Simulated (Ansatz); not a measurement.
The C2–B1 bond of CH5B (SMILES BC) is stretched (multiplicity 1, the rest rigid).
Geometry at rest (charge 0, multiplicity 1):
```xyz
7

B      0.8668     0.0793     0.0114
C     -0.6766    -0.0672    -0.0412
H      1.5656    -0.8646     0.2285
H      1.3857     1.1491    -0.1020
H     -0.9945     0.0764     1.0066
H     -1.0372    -1.0565    -0.3271
H     -1.1944     0.7024    -0.6158
```

Cores are frozen in the correlated methods.

The values were computed with Ansatz (a program for electronic structure). 

Energies above the point at 1.551 Å (the B3LYP-D3(BJ) bond length), FIC-MRCISD+Q on CASSCF(2,2)/cc-pVTZ (kcal/mol): 10.49 at 1.396 Å; 4.76 at 1.706 Å; 117.70 at 4.964 Å.

Question: Take the last value as the depth D of a Morse curve D(1 − e^(−a(R − R₀)))², fit a and R₀ to the two near points, and test it at 2.094 and 2.715 Å.

Answer: 
With D = 117.7, both near points (counted from the curve's value at 1.551 Å) are met by a = 1.57 Å⁻¹ and R₀ = 1.563 Å, so k = 2Da² = 580 kcal/(mol Å²). The curve then gives 37.6 and 82.2 kcal/mol; the level itself gives 37.9 and 86.6, so Morse is off by -0.3 and -4.4.
